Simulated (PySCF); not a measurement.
# 33S chemical shifts

PySCF calculation with structure optimised with GFN2-xTB and NMR shieldings at PBE0/pcSseg-1/GIAO; in vacuum, equivalent nuclei averaged, single conformer, non-relativistic.

Shieldings were converted by a linear fit to measured shifts: 33S (scatter 33.3 ppm rms vs sulfate, solution or neat liquid). Occasional misses reach two or three times the rms, and more in compound classes unlike the fitted ones.

(1) Give the 33S shifts of `CSc1ccoc1C(=O)Cl`.

(2) Match the shifts 0, -42, -109, -294, -498 ppm to `C#CC[P@@H](=S)C#CC`, `CSc1ccc(C(=O)Cl)o1`, `COc1ccsc1C(=O)Cl`, `C=Cc1pc(C)cs1`, `c1csc(C2CC2)p1`.

Results:

(1) 
```tsv
compound	environment	δ (ppm)
CSc1ccoc1C(=O)Cl	sulfide sulfur	-299
```

(2) 0: c1csc(C2CC2)p1 (aromatic ring sulfur); -42: C=Cc1pc(C)cs1 (aromatic ring sulfur); -109: COc1ccsc1C(=O)Cl (aromatic ring sulfur); -294: CSc1ccc(C(=O)Cl)o1 (sulfide sulfur); -498: C#CC[P@@H](=S)C#CC (sulfur bonded to P).
